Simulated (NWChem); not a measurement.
# Atomisation of H$_{5}$AlO

SMILES: O.[AlH3]
```xyz
7

Al    -0.7107     0.3347    -0.1012
H     -1.2485     0.6585     1.3622
H     -0.1542     1.5495    -0.9857
H     -1.3334    -0.9243    -0.8725
O      1.1148    -0.5215     0.2493
H      1.8643    -0.0275    -0.1170
H      1.1924    -1.4350    -0.0658
```
Charge 0, spin multiplicity 1.

The numbers come from NWChem runs, not from measurements. The geometry was optimised at B3LYP/def2-SVP, a minimum by its harmonic frequencies.

Basis set: def2-TZVP. The atomisation energy is electronic alone: no zero-point, thermal, spin-orbit or counterpoise terms. No value is extrapolated to the basis-set limit. Free atoms are single determinants with multiplicities Al 2, H 2, O 3.

B3LYP has NWChem's definition, with VWN1-RPA local correlation. The structure started from a generated list of species. No SCF solution was tested for a lower state. Open-shell Hartree-Fock references start from PBE0 orbitals.

Q: Order these methods by the atomisation energy they give, lowest first: HF, LDA (SVWN5), BLYP, BHandHLYP, B3LYP.

A: HF (339.1 kcal/mol), BHandHLYP (449.6 kcal/mol), BLYP (454.7 kcal/mol), B3LYP (459.0 kcal/mol), LDA (SVWN5) (514.9 kcal/mol)
